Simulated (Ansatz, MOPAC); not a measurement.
Molecule: SiHCl2, net charge 1, singlet state. SMILES of the parent species: Cl[SiH]Cl

Atoms: Cl1, Si2, Cl3, H4. Bonds: Cl1-Si2, Si2-Cl3, Si2-H4.

Bond lengths (Å) and angles (degrees) optimised at PM7 with MOPAC; MNDO with MOPAC; HF/6-31G* with Ansatz (a first-principles code), each started from the B3LYP-D3(BJ)/def2-TZVP structure (Ansatz) of the last column. A row stands for all coordinates that are equal there. 6-31G* holds six Cartesian d functions. No wavenumbers were computed at MNDO, so these may be saddle points.

```
coordinate     PM7   MNDO  HF/6-31G*  B3LYP-D3(BJ)/def2-TZVP
-----------  -----  -----  ---------  ----------------------
Cl1-Si2      1.930  2.030      1.949                   1.955
Si2-H4       1.463  1.355      1.449                   1.462
Cl1-Si2-Cl3  121.0  116.5      120.7                   120.9
Cl1-Si2-H4   119.5  121.8      119.6                   119.5
```

Mean signed difference of all 3 bond lengths from B3LYP-D3(BJ)/def2-TZVP: PM7 -0.016 Å, MNDO 0.014 Å, HF/6-31G* -0.008 Å.
